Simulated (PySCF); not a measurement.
## Simulated characterisation data

[PySCF: PBE0-D3(BJ)/def2-SVP geometry; σ from GIAO-PBE0/pcSseg-1; no solvent model; relativity neglected; fast rotation and ring inversion assumed for equivalent nuclei; single conformer]

δ = σ(ref) − σ, references computed at the same level: ¹H (σ = 31.27 ppm), ¹³C (σ = 184.41 ppm) against TMS. Where no couplings were computed, multiplicities follow the n + 1 count of equivalent neighbours, and m marks all less simple cases (inequivalent or close neighbours, rings, F or P nearby). Couplings to H on boron are left out. Carbons bonded to boron are broad in practice. Shifts are as computed. Against solution values, carbons near 30 ppm lie about +2 ppm off and those near 130 ppm about +5 ppm. Of 1309 compounds with measured shifts, 239 miss one by over three times the rms of a fit or turn the order of signals round; such compounds aren't used in these exercises.

**1.** SMILES Bc1cccn1C(C)C, C7H12BN. ¹H NMR (400 MHz, computed): δ 7.26 (m, 1H), 7.18 (m, 1H), 6.59 (m, 1H), 6.28 (br, 2H), 5.02 (sept, 1H), 1.36 (d, 6H). ¹³C{¹H} NMR (computed): δ 148.0, 141.1, 132.8, 116.8, 47.9, 25.7.

**2.** `C1=CC(c2ccco2)=C[SiH2]1`, C8H8OSi. ¹H NMR (400 MHz, computed): δ 7.53 (d, 1H), 7.44 (m, 1H), 6.67 (m, 1H), 6.61 (m, 1H), 6.52 (m, 1H), 6.50 (t, 1H), 4.83 (m, 2H). ¹³C{¹H} NMR (computed): δ 156.8, 156.3, 154.8, 147.6, 135.9, 118.9, 117.3, 113.5.
